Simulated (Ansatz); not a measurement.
Basis-set extrapolation for C₂H₇AlBFO (`COB(F)[CH2][AlH2]`) (PBE0-D4/def2-TZVP geometry, frozen core, Ansatz 0.2.0). Multiplicity 1, RHF reference.

```tsv
	def2-TZVPP	def2-QZVPP
HF	-520.951850	-520.971928
MP2 correlation	-1.007102	-1.084660
CCSD(T) correlation	-1.088856	not run
```

Energies in hartree. Use E(X) = E(∞) + A·exp(−7.88·√X) for Hartree–Fock and E(X) = E(∞) + B·X^(−2.97) for correlation, with X = 3 and 4, and add CCSD(T) minus MP2 of the smaller set to the MP2 limit.

Q: What is the CCSD(T) energy at the basis-set limit?

A: HF limit: -520.971928 + (-0.020078) × 0.13774 = -520.97469. MP2 limit: -1.084660 + (-0.077558) × 0.74074 = -1.14211. Higher-order term: -1.088856 − (-1.007102) = -0.08175. Total: -522.19855 hartree, 414.4 kJ/mol below CCSD(T)/def2-TZVPP.
